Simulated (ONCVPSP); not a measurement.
**What one change does to a pseudopotential (xenon, ONCV)**

ONCVPSP 4.0.1 input, shortened (lines: element, Z, core and valence counts, functional; n l f; lmax; l rc ep ncon nbas qcut; lloc lpopt rc5 dvloc0; l nproj debl; icmod fcfact rcfact), PBEsol, scalar-relativistic:

```
  Xe 54.00    8    3  -116133      upf
    1    0    2.00
    2    0    2.00
    2    1    6.00
    3    0    2.00
    3    1    6.00
    3    2   10.00
    4    0    2.00
    4    1    6.00
    4    2   10.00
    5    0    2.00
    5    1    6.00
    2
    0    1.75    0.00    4    8    3.90
    1    2.10    0.00    4    8    4.10
    2    0.90    0.00    5    9   12.00
    4    5    0.80    0.00
    0    2    3.70
    1    2    2.90
    2    1    1.40
    0    0.00    0.00
```

Change: all radii scaled by about 0.84 (s 1.46, p 1.76, d 0.76 bohr); local potential polynomial inside 0.68 bohr (lpopt 5, dvloc0 0 Ha).

Cutoffs: the cutoffs (Ha) at which the residual kinetic energy of the hardest occupied pseudo-wave falls to 1 and 0.1 mHa per electron; they do not see the model core or the augmentation charge, which bear on the density cutoff. Errors are all-electron minus pseudo energies relative to the spin-unpolarised reference configuration.

Q: How do hardness, ghosts and transferability respond?

A: The potential gets harder (62 Ha and 74 Ha → 371 Ha and 502 Ha); both files keep a bound ghost (p, s); of the 4 tests that both files solve, the error grows in 0 and shrinks in 2 by more than 15 % and 0.3 meV (median size 7.7 → 5.4 meV). A smaller radius makes the pseudo-wave follow the all-electron one further in, where it bends more sharply, so more plane waves are needed.

| quantity | base | changed |
| --- | --- | --- |
| cutoff, loose | 62 Ha | 371 Ha |
| cutoff, tight | 74 Ha | 502 Ha |
| loose cutoff by channel | s 17 Ha, p 8.1 Ha, d 62 Ha | s 26 Ha, p 9.6 Ha, d 371 Ha |
| bound ghosts | s, p | s, p |
| GHOST(+) flags under 300 eV | s at 152.0 eV | s at 82.0 eV |
| error for 4d10 5s2 5p5, meV [ΔE 12.55 eV] | -4.0 | -3.4 |
| error for 4d10 5s2 5p4, meV [ΔE 34.33 eV] | -11 | -7.4 |
| error for 4d10 5s2 5p3, meV [ΔE 66.10 eV] | -22 | -9.2 |
| error for 4d10 5s2 5p5.5, meV [ΔE 5.18 eV] | -1.6 | -1.5 |

 A true bound ghost makes a file unfit for plane-wave use even where its test errors are small: the radial tests pick states by their node count and pass the ghost by.
